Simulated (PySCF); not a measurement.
Basis-set dependence of excited states

Compound: ethylcyclopentane, C₇H₁₄.
Atom-mapped SMILES: `[CH3:1][CH2:2][CH:3]1[CH2:4][CH2:5][CH2:6][CH2:7]1` (hydrogens: H8, H9, H10 on C1; H11, H12 on C2; H13 on C3; H14, H15 on C4; H16, H17 on C5; H18, H19 on C6; H20, H21 on C7)

TDDFT with PBE0 (PySCF), vertical singlets, core orbitals frozen in the response, spherical d and f functions. Isolated species at its PBE0-D3(BJ)/def2-SVP geometry (one conformer only).

Problem. Compare 6-31G*, 6-31+G*, def2-SVP, def2-SVPD and aug-cc-pVDZ for this molecule.

Solution. 

```tsv
basis	functions	diffuse	S1 (eV)	S2 (eV)	S3 (eV)	S4 (eV)	S5 (eV)	LUMO (eV)	α (au)
6-31G*	126	no	9.65	9.77	9.87	10.08	10.13	2.56	71.6
6-31+G*	154	yes	7.95	8.08	8.21	8.29	8.35	0.49	78.8
def2-SVP	168	no	8.91	9.10	9.26	9.34	9.43	1.67	74.3
def2-SVPD	252	yes	8.16	8.35	8.51	8.56	8.67	0.77	82.7
aug-cc-pVDZ	287	yes	7.49	7.65	7.80	7.82	7.89	-0.04	84.7
```

States are compared by their number. Against the largest diffuse basis here (aug-cc-pVDZ, itself not a converged limit), sets without diffuse functions differ by up to 2.16 eV in S1 and 2.25 eV in S5; the smaller diffuse sets differ by up to 0.68 and 0.78 eV. State by state, the largest deviation of a set without diffuse functions is S1 2.16, S2 2.12, S3 2.07, S4 2.27, S5 2.25 eV. The same number needn't mean the same state in each row. Against aug-cc-pVDZ the polarisability deviates by -16% in 6-31G*, -7% in 6-31+G*, -12% in def2-SVP, -2% in def2-SVPD. A single + in a Pople set puts diffuse functions on heavy atoms only.
